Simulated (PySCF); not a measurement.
Isomers of C7H14NP, one GFN2-xTB conformer each. Single-point energies are computed at PBE0/pcSseg-1 (PySCF, gas phase, no added dispersion term), electronic only.

```csv
SMILES,GFN2-xTB relative energy (kcal/mol)
CCCP(CC)CC#N,0.0
CCCCP(C)CC#N,0.1
```

Conformers: `[CH3:1][CH2:2][CH2:3][P:4]([CH2:5][CH3:6])[CH2:7][C:8]#[N:9]` with C1–C2–C3–P4 62°, C2–C3–P4–C5 173°, C3–P4–C5–C6 80°, C3–P4–C7–C8 48°; `[CH3:1][CH2:2][CH2:3][CH2:4][P:5]([CH3:6])[CH2:7][C:8]#[N:9]` with C1–C2–C3–C4 179°, C2–C3–C4–P5 -175°, C3–C4–P5–C6 -79°, C4–P5–C7–C8 168°.

Problem. What does PBE0/pcSseg-1 give for the same structures?

Solution. 
```tsv
SMILES	PBE0/pcSseg-1 E (Eh)	PBE0/pcSseg-1 (kcal/mol)	GFN2-xTB (kcal/mol)	point group
CCCCP(C)CC#N	-670.68297	0.0	0.1	C1
CCCP(CC)CC#N	-670.68217	0.5	0.0	C1
```

GFN2-xTB puts CCCP(CC)CC#N lowest instead. Neighbours under 2.5 kcal/mol apart (CCCCP(C)CC#N and CCCP(CC)CC#N) can change places with a better method, another conformer or zero-point energy.

Problem. Which frontier levels, dipoles and rotational constants go with these structures?

Solution. 
| SMILES | HOMO (eV, PBE0/pcSseg-1) | LUMO (eV) | dipole (D) | A, B, C (MHz) |
| --- | --- | --- | --- | --- |
| CCCCP(C)CC#N | -7.16 | 0.45 | 4.92 | 4645, 480.0, 457.9 |
| CCCP(CC)CC#N | -7.05 | 0.25 | 2.72 | 1383, 1106, 758.4 |
